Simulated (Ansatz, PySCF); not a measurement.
Gas-phase reaction (SMILES): C[SiH](C)C [trimethylsilane] + F (HF) -> C[SiH](C)F + C (CH4); hydrogen fluoride cleaves one Si-C bond, a model of a ligand-exchange step.

Geometries: B3LYP-D3(BJ)/def2-TZVP minima from Ansatz (an electronic-structure program). Cores are frozen in the correlated levels unless marked. Spin-orbit coupling is left out. Non-relativistic. Basis-set limits of correlation are two-point, X^-3; Hartree-Fock from the larger set. The bracket is a focal-point correction in the basis named. Thermal terms are rigid-rotor harmonic-oscillator values from B3LYP-D3(BJ) frequencies (Ansatz or PySCF) at 298.15 K and 1 atm. 1 Eh = 627.5095 kcal/mol.

| species | E, RI-MP2/CBS(aug-cc-pV(T+d)Z,aug-cc-pV(Q+d)Z)+[CCSD(T)-MP2]/aug-cc-pV(T+d)Z (Ansatz) (Eh) | E, PBE/def2-TZVPD (Ansatz) (Eh) | H - E (Eh) |
|---|---|---|---|
| C[SiH](C)C | -409.29014 | -409.57969 | 0.12691 |
| F (HF) | -100.39388 | -100.39521 | 0.01259 |
| C[SiH](C)F | -469.28036 | -469.56711 | 0.09219 |
| C (CH4) | -40.46129 | -40.46301 | 0.04840 |

Problem. Work out ΔE and ΔH at 298.15 K at the first level, then ΔH at the second.

Solution. 
1. ΔE = [(-469.28036) + (-40.46129)] - [(-409.29014) + (-100.39388)] = -0.05763 Eh = -36.2 kcal/mol at RI-MP2/CBS(aug-cc-pV(T+d)Z,aug-cc-pV(Q+d)Z)+[CCSD(T)-MP2]/aug-cc-pV(T+d)Z.
2. The terms H - E add up to 0.00109 Eh, so ΔH = (-0.05763 + (0.00109))×627.5095 = -35.5 kcal/mol.
3. At PBE/def2-TZVPD the same steps give ΔE = -34.7 and ΔH = -34.0 kcal/mol, a shift of +1.5 from the first level.
4. These values are not checked against measurement here, since the tables used lack a sound gas-phase enthalpy of formation for at least one species.
